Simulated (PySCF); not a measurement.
## Gas-phase thermal properties of ZnCH₃

Energies from PySCF (xtb for GFN2), thermal terms from the rigid-rotor harmonic-oscillator model, ideal gas at 1 bar. 6-31G* has spherical d functions here. Open shells (unrestricted): ZnCH₃ (multiplicity 2). GFN2 has no spin-polarisation term. B3LYP is the form with VWN-RPA correlation. Zn: all electrons, no relativistic terms. ZnCH₃: computed as isolated molecules; such fragments, hydroxides, amides, oligomers or adducts are transient or little studied in the gas. The harmonic model lacks anharmonicity and excited electronic states, which grow with temperature; levels with a mode under 35 cm⁻¹ are left out.

```json
[
 {"level": "B3LYP/6-31G*", "point group": "C3v", "σ": "3", "ZPE (kJ/mol)": "90.7", "S°298 (J/mol/K)": "253.2", "Cp298 (J/mol/K)": "48.5", "S°1000 (J/mol/K)": "330.7", "H1000 − H298 (kJ/mol)": "47.2"},
 {"level": "GFN2-xTB", "point group": "C3v", "σ": "3", "ZPE (kJ/mol)": "86.2", "S°298 (J/mol/K)": "260.4", "Cp298 (J/mol/K)": "53.2", "S°1000 (J/mol/K)": "340.9", "H1000 − H298 (kJ/mol)": "48.7"},
 {"level": "HF/6-31G*", "point group": "C3v", "σ": "3", "ZPE (kJ/mol)": "95.4", "S°298 (J/mol/K)": "253.0", "Cp298 (J/mol/K)": "47.4", "S°1000 (J/mol/K)": "328.5", "H1000 − H298 (kJ/mol)": "46.0"},
 {"level": "PBE/def2-SVP", "point group": "C3v", "σ": "3", "ZPE (kJ/mol)": "86.8", "S°298 (J/mol/K)": "255.3", "Cp298 (J/mol/K)": "50.6", "S°1000 (J/mol/K)": "335.2", "H1000 − H298 (kJ/mol)": "48.5"},
 {"level": "PBE0/def2-TZVP", "point group": "C3v", "σ": "3", "ZPE (kJ/mol)": "89.6", "S°298 (J/mol/K)": "254.5", "Cp298 (J/mol/K)": "49.6", "S°1000 (J/mol/K)": "333.1", "H1000 − H298 (kJ/mol)": "47.8"}
]
```
σ: rotational symmetry number. Electronic degeneracy used: 2. Frequencies are unscaled.
